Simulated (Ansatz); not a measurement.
## Pulling the pair apart

The pair of K⁺ (SMILES [K+], atom 1) and Cl⁻ (SMILES [Cl-], atom 2), both closed shells, in one local arrangement (a lower one may exist), relaxed at PBE0-D4/def2-TZVP:

```
2
angstrom
K -0.0000 0.0000 -1.3420
Cl 0.0000 -0.0000 1.3420
```

Cl⁻ is shifted rigidly along the line between the mean atom positions of the two fragments (negative: closer). Counterpoise interaction energies in kcal/mol. Program: Ansatz 0.2.0. Basis: def2-TZVPPD. Cores are frozen in the correlated methods. The outer core shell of Li, Na, Mg and K is correlated. The def2 sets are not built for correlating such inner shells, so the correlated values are less sure here. B3LYP uses VWN-RPA correlation.

```tsv
shift (Å)	MP2	r2SCAN-D4	B3LYP-D4
-0.27	-105.56	-108.87	-108.50
-0.13	-111.51	-114.12	-113.90
0.00	-113.67	-115.77	-115.71
0.13	-113.42	-115.16	-115.24
0.32	-110.71	-112.12	-112.39
0.67	-102.59	-103.69	-104.42
1.34	-86.20	-87.26	-89.11
2.68	-63.33	-64.47	-65.56
```

Q: What does CCSD(T) give at these shifts? (Judge from chemistry; the value comes from the calculation.)

A: By the calculation: -104.83, -110.99, -113.31, -113.18, -110.60, -102.61, -86.29, -63.37 kcal/mol. For zero shift, CCSD(T) at an estimated basis limit (MP2 extrapolated from triple and quadruple zeta, plus CCSD(T) − MP2 in triple zeta) gives -117.21 kcal/mol. These are counterpoise interaction energies, counted from the two frozen fragments.

No T1 diagnostic of these runs exceeds 0.008.

For scale, one of the runs: CCSD(T)/def2-TZVPPD, 87 basis functions, launched by `ansatz run in.yaml --threads 2 --pin off --events-out ev --progress --plain --max-ram 5222MiB`. Hardware: 2 CPU threads of an Arm Neoverse V2, shared host. Wall time about 1.1 s.
